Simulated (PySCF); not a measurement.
## [ClF6]+, singlet: computed properties

These are results of PBE0 in PySCF with Cl def2-SVP, F def2-SVP; no relativity; density-fitted integrals, not measurements.

The structure is a saddle point with 1 imaginary mode.

Coordinates in bohr (charge 1 multiplicity 1):
```
Cl    0.0000    0.0000    0.0000
F     2.3994    0.0000    1.9932
F    -1.1997    2.0779    1.9932
F    -1.1997   -2.0779    1.9932
F     2.3994    0.0000   -1.9932
F    -1.1997    2.0779   -1.9932
F    -1.1997   -2.0779   -1.9932
```

```json
{
 "Point group": "D3h",
 "Bond lengths": "Cl–F 1.651 Å (×6)",
 "Bond angles": "F–Cl–F 79.4° (×3), F–Cl–F 83.5° (×6), F–Cl–F 134.8° (×6)",
 "Highest occupied level": "-19.34 eV",
 "Principal polarisabilities": "26.8, 26.8, 33.3 bohr³",
 "Lowest empty level": "-14.39 eV",
 "Dipole moment about the centre of mass": "0.00 D",
 "Rotational constants": "0.09173, 0.07708, 0.07708 cm⁻¹",
 "Zero-point energy (real modes)": "46.4 kJ/mol",
 "Principal quadrupole moments (Buckingham, traceless) about the centre of mass": "-0.05, 0.03, 0.03 D Å"
}
```

Harmonic modes (masses in u: Cl 34.969, F 18.998):
| symmetry | ω (cm⁻¹) | IR (km/mol, summed over degenerate members) |
| --- | --- | --- |
| a1'' | 271i | – |
| e'' | 321 | 0.0 |
| e' | 461 | 7.1 |
| e'' | 545 | 0.0 |
| a2'' | 566 | 35.4 |
| e' | 569 | 26.7 |
| a1' | 594 | 0.0 |
| a1' | 615 | 0.0 |
| e' | 716 | 366 |
| a2'' | 759 | 218 |

In D3h the vibrations span a1'' + 2e'' + 3e' + 2a2'' + 2a1'. The a1', a1'', e'' modes carry no infrared intensity, as symmetry demands.

Charges (e):
```tsv
atom	Mulliken	Löwdin	polar tensor	Mayer order to Cl1
Cl1	1.43	1.70	2.66	–
F2,3,4,5,6,7	-0.07	-0.12	-0.28	0.82
```

Mulliken populations on Cl1: s 5.59, p 9.31, d 0.67.

Only a few start shapes were tried, so a lower isomer may exist. At this level a singlet minimum of Oh symmetry lies 319 kJ/mol below this structure.

The final relaxation and frequency run took about 80 core-seconds on a shared host.
